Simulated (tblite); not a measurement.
C3H5BrClO2Si (doublet state).
SMILES with atom numbers: `[Cl:1][C@@H:2]1[CH:3][O:4][Si@@H:5]([Br:6])[O:7][CH2:8]1` (hydrogens: H9 on C2; H10 on C3; H11 on Si5; H12, H13 on C8)

Computed with GFN2-xTB (tblite), gas phase: L-BFGS steps from a force-field or distance-geometry start until the largest atomic force falls under 0.01 eV/Å.

Geometry at step 77:
```
atom  x, y, z in Å
Cl1    -2.6761    0.0077    0.9496
C2     -1.1930   -0.2657   -0.3286
C3     -0.4114   -1.3612    0.1296
O4      0.7838   -1.2309    0.7213
Si5     1.7233    0.0871    0.4185
Br6     3.5048   -0.4593   -0.7051
O7      0.8834    0.9840   -0.6279
C8     -0.5011    1.0927   -0.4108
H9     -1.7762   -0.5203   -1.2149
H10    -0.7882   -2.3715    0.0819
H11     1.9956    0.7038    1.6951
H12    -0.6580    1.6524    0.5172
H13    -0.8913    1.6819   -1.2437
```

Task: Give the atomic forces at this geometry.

Result: 
```json
{"atom": "Cl1", "Fx (eV/Å)": "0.062", "Fy (eV/Å)": "0.003", "Fz (eV/Å)": "-0.055"}
{"atom": "C2", "Fx (eV/Å)": "0.051", "Fy (eV/Å)": "0.021", "Fz (eV/Å)": "-0.105"}
{"atom": "C3", "Fx (eV/Å)": "0.053", "Fy (eV/Å)": "-0.025", "Fz (eV/Å)": "-0.017"}
{"atom": "O4", "Fx (eV/Å)": "-0.088", "Fy (eV/Å)": "0.037", "Fz (eV/Å)": "-0.065"}
{"atom": "Si5", "Fx (eV/Å)": "0.057", "Fy (eV/Å)": "-0.059", "Fz (eV/Å)": "-0.002"}
{"atom": "Br6", "Fx (eV/Å)": "-0.071", "Fy (eV/Å)": "0.003", "Fz (eV/Å)": "0.073"}
{"atom": "O7", "Fx (eV/Å)": "-0.017", "Fy (eV/Å)": "-0.037", "Fz (eV/Å)": "0.001"}
{"atom": "C8", "Fx (eV/Å)": "0.010", "Fy (eV/Å)": "0.083", "Fz (eV/Å)": "0.001"}
{"atom": "H9", "Fx (eV/Å)": "-0.022", "Fy (eV/Å)": "0.064", "Fz (eV/Å)": "0.140"}
{"atom": "H10", "Fx (eV/Å)": "0.068", "Fy (eV/Å)": "0.024", "Fz (eV/Å)": "0.043"}
{"atom": "H11", "Fx (eV/Å)": "0.058", "Fy (eV/Å)": "-0.044", "Fz (eV/Å)": "0.019"}
{"atom": "H12", "Fx (eV/Å)": "-0.082", "Fy (eV/Å)": "-0.020", "Fz (eV/Å)": "-0.054"}
{"atom": "H13", "Fx (eV/Å)": "-0.079", "Fy (eV/Å)": "-0.051", "Fz (eV/Å)": "0.021"}
```

The largest, 0.16 eV/Å, acts on H9; the rms over all components is 0.055 eV/Å. The forces sum to zero within rounding, as they must for an isolated molecule in no field.

Task: Give the force on H9 in Eh/bohr and in nN.

Result: 0.155 eV/Å ÷ 51.422 = 0.00302 Eh/bohr, and 0.155 eV/Å × 1.602 = 0.25 nN.

Task: How far is this geometry from the end of the optimisation?

Result: 0.194 eV above it, and 0.688 Å rms away after alignment. The bonds farthest from their final lengths, with half the difference of the two atoms' forces along the bond (positive lengthens):

```tsv
bond	now (Å)	final (Å)	force along bond (eV/Å)
Cl1–C2	1.977	1.960	+0.01
C2–C8	1.527	1.518	+0.02
O7–C8	1.406	1.397	-0.01
C3–O4	1.340	1.333	-0.07
C8–H13	1.092	1.099	-0.03
C2–H9	1.091	1.085	-0.09
```

The angle farthest from its final value is O4–Si5–Br6, 111.2° against 104.9°.

What follows is the cost of the whole relaxation. Time: 1.1 s wall. Hardware: Arm Neoverse V1, one thread, no GPU, shared host.
